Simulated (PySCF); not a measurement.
Ligands exchanged one at a time, Ga Cl-Br. Isolated molecules, 0 K electronic values unless said otherwise. Strings in code marks are SMILES.

Level of theory: ωB97X-D3(BJ)/def2-TZVP // PBE0-D3(BJ)/def2-TZVP run with PySCF. All candidates: neutral, multiplicity 1. Excitations are Tamm–Dancoff values on a coarser integration grid. The basis has no diffuse functions, so Rydberg states are missing or too high.

HOMO–LUMO gap: 11.48 eV
S1 excitation (TDA): 6.24 eV
dipole moment: 0.30 D

Task: Which member has these values?
(A) `[Cl][Ga]([Br])[Br]`
(B) `[Cl][Ga]([Cl])[Cl]`
(C) `[Cl][Ga]([Cl])[Br]`
(D) `[Br][Ga]([Br])[Br]`

Result: C, `[Cl][Ga]([Cl])[Br]`. The others give `[Cl][Ga]([Cl])[Cl]`: 12.13 eV, 6.75 eV, 0.00 D; `[Cl][Ga]([Br])[Br]`: 11.16 eV, 6.02 eV, 0.29 D; `[Br][Ga]([Br])[Br]`: 10.91 eV, 5.85 eV, 0.00 D
